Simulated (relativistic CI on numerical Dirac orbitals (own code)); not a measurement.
## Radial parameters of Cs27+

Computed by Dirac-Coulomb-Breit CI, KLI orbitals optimised for each configuration, a model potential for QED, unscaled Slater integrals (own radial code, finite nucleus).

Slater integrals F^k, G^k are unscaled and averaged over j, outside the closed core [Ne]; ζ comes from projecting the Hamiltonian with its Breit term on Σ l·s of the shell.

- 3s²3p⁶3d⁹4s: ζ(3d) = 47670, G^2(3d,4s) = 38610 cm⁻¹; <r>(3d) = 0.2622, <r^2>(3d) = 0.08047, <r>(4s) = 0.5986, <r^2>(4s) = 0.4022 (bohr units).
- 3s²3p⁶3d⁹4p: ζ(3d) = 47684, F^2(3d,4p) = 116570, G^1(3d,4p) = 38080, G^3(3d,4p) = 38309, ζ(4p) = 113410 cm⁻¹; <r>(3d) = 0.2622, <r^2>(3d) = 0.08048, <r>(4p) = 0.6117, <r^2>(4p) = 0.4227 (bohr units).
- 3s²3p⁶3d⁹4d: ζ(3d) = 47660, F^2(3d,4d) = 120150, F^4(3d,4d) = 60374, G^0(3d,4d) = 39053, G^2(3d,4d) = 49117, G^4(3d,4d) = 38581, ζ(4d) = 13666 cm⁻¹; <r>(3d) = 0.2623, <r^2>(3d) = 0.08054, <r>(4d) = 0.6157, <r^2>(4d) = 0.4329 (bohr units).

Averages of the first 10 configurations, taken without configuration mixing, which lowers the lowest level and can move excited configurations by several eV; other configurations of the list can lie among them:

```
Configuration  Parity  States  Average energy above the lowest level (eV)
   3s²3p⁶3d¹⁰    even       1                                         0.1
  3s²3p⁶3d⁹4s    even      20                                       635.8
  3s²3p⁶3d⁹4p     odd      60                                       705.1
  3s²3p⁶3d⁹4d    even     100                                       803.5
  3s²3p⁶3d⁹4f     odd     140                                       899.4
 3s²3p⁵3d¹⁰4s     odd      12                                       920.8
 3s²3p⁶3d⁸4s²    even      45                                      1297.4
 3s²3p⁵3d¹⁰4p    even      36                                       990.2
3s²3p⁶3d⁸4s4p     odd     540                                      1362.4
  3s²3p⁶3d⁹5s    even      20                                      1032.9
```
